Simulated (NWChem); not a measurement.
Everything below was run with NWChem. System: BCl₂I, charge 0, spin multiplicity 1, at a geometry optimised with PBE/def2-SVP with def2 effective core potentials on I. The structure started from a generated list of species. Level: G0W0@PBE/def2-SVPD with def2 effective core potentials on I, RI basis def2-svpd-rifit, no spin-orbit coupling.

Job file:

```
start mol
memory heap 200 mb stack 700 mb global 1700 mb
geometry units angstroms nocenter noautoz
  B      0.000000     0.000000     0.908841
  Cl     1.515674     0.000000     1.786606
  Cl    -1.515674     0.000000     1.786606
  I      0.000000     0.000000    -1.231864
  symmetry group C2v
end
basis spherical
  * library def2-svpd
end
ecp
  I library def2-ecp
end
basis "ri basis" bse spherical
  * library def2-svpd-rifit
end
dft
  xc xpbe96 cpbe96
  iterations 100
  direct
  tolerances tight
end
task dft energy
gw
  states alpha occ 4 vir 2
end
task dft gw
```

NWChem printed:

```
             Northwest Computational Chemistry Package (NWChem) 7.3.0
             --------------------------------------------------------

                                NWChem Input Module
                                -------------------

 Scaling coordinates for geometry "geometry" by  1.889725989
 (inverse scale =  0.529177249)

 Turning off AUTOSYM since
 SYMMETRY directive was detected!

                             Geometry "geometry" -> ""
                             -------------------------

 Output coordinates in angstroms (scale by  1.889725989 to convert to a.u.)

  No.       Tag          Charge          X              Y              Z
 ---- ---------------- ---------- -------------- -------------- --------------
    1 B                    5.0000     0.00000000     0.00000000     0.90884100
    2 Cl                  17.0000     1.51567400     0.00000000     1.78660600
    3 Cl                  17.0000    -1.51567400     0.00000000     1.78660600
    4 I                   53.0000     0.00000000     0.00000000    -1.23186400

 Effective nuclear repulsion energy (a.u.)     449.6403922392

            Nuclear Dipole moment (a.u.)
            ----------------------------
        X                 Y               Z
 ---------------- ---------------- ----------------
     0.0000000000     0.0000000000     0.0000321253

      Symmetry information
      --------------------

 Group name             C2v
 Group number             16
 Group order               4
 No. of unique centers     3

      Symmetry unique atoms

     1    2    4


 Summary of "ao basis" -> "" (spherical)
 ------------------------------------------------------------------------------
       Tag                 Description            Shells   Functions and Types
 ---------------- ------------------------------  ------  ---------------------
 *                         def2-svpd                  on all atoms

 Summary of "ri basis" -> "" (spherical)
 ------------------------------------------------------------------------------
       Tag                 Description            Shells   Functions and Types
[...]
           0.000000000000           0.000000000000         573.747252531769

     Multipole analysis of the density
     ---------------------------------

     L   x y z        total         alpha         beta         nuclear
     -   - - -        -----         -----         ----         -------
     0   0 0 0     -0.000000    -32.000000    -32.000000     64.000000

     1   1 0 0      0.000000      0.000000      0.000000      0.000000
     1   0 1 0     -0.000000     -0.000000     -0.000000      0.000000
     1   0 0 1     -0.102288    -32.641556    -32.641556     65.180824

     2   2 0 0    -43.151453   -161.038467   -161.038467    278.925481
     2   1 1 0      0.000000      0.000000      0.000000      0.000000
     2   1 0 1      0.000000      0.000000      0.000000      0.000000
     2   0 2 0    -42.647679    -21.323840    -21.323840      0.000000
     2   0 1 1     -0.000000     -0.000000     -0.000000      0.000000
     2   0 0 2    -41.734144   -289.757246   -289.757246    537.780347

 Task  times  cpu:        4.8s     wall:        4.8s

                                NWChem Input Module
                                -------------------

                                 NWChem GW Module
                                 ----------------

                             ***********************
                             ***        GW       ***
                             ***********************

 Summary of "ri basis" -> "ri basis" (spherical)
 ------------------------------------------------------------------------------
       Tag                 Description            Shells   Functions and Types
 ---------------- ------------------------------  ------  ---------------------
 B                      def2-svpd-rifit             20       64   7s6p5d2f
 Cl                     def2-svpd-rifit             24       78   9s6p6d3f
 I                      def2-svpd-rifit             34      130   10s9p8d5f2g

                 Memory Information
                 ------------------
          Available GA per process is          1699.9 MBs
          Available stack per process is        700.0 MBs
          Available heap per process is           0.0 MBs

          Peak memory in Initialization
              Peak GA per process is                 10.8 MBs
              Peak stack per process is               0.1 MBs
              Peak heap per process is               11.3 MBs
              Memory not in MA per process            0.0 MBs

          Peak memory in AFF Calculation
              Peak GA per process is                 62.6 MBs
              Peak stack per process is              46.3 MBs
              Peak heap per process is                0.0 MBs
              Memory not in MA per process           46.3 MBs

          Computing 2-center integrals
          Computing Inverse Cholesky factor
          Computing 3-center integrals
          Computing V_xc ...

          Computing Sigma_x
          Computing RPA polarizability
          Solving quasiparticle equations

                  Alpha Orbitals
          State     Energy (eV)     Error (eV)
          -----------------------------------
@GW        29        -10.691           0.002
@GW        30        -10.600           0.002
@GW        31         -9.343           0.005
@GW        32         -9.095           0.002
@GW        33         -0.206           0.002
@GW        34          1.472           0.002

   Applying  -2.3247 eV scissor-shift to rest of particle states

   Applying   2.8146 eV scissor-shift to rest of hole states

     GW Timing Statistics
   ------------------------
   Init.   :          0.1s
     ERIs  :          0.5s
     Distr.:          0.0s
     Vxc   :          0.1s
   Sigma_x :          0.0s
   RPA     :          1.6s
   Wmn     :          0.0s
   Sigma_c :          0.0s
   GW total:          2.4s

 Task  times  cpu:        2.4s     wall:        2.4s

 Total times  cpu:        7.1s     wall:        7.1s
```
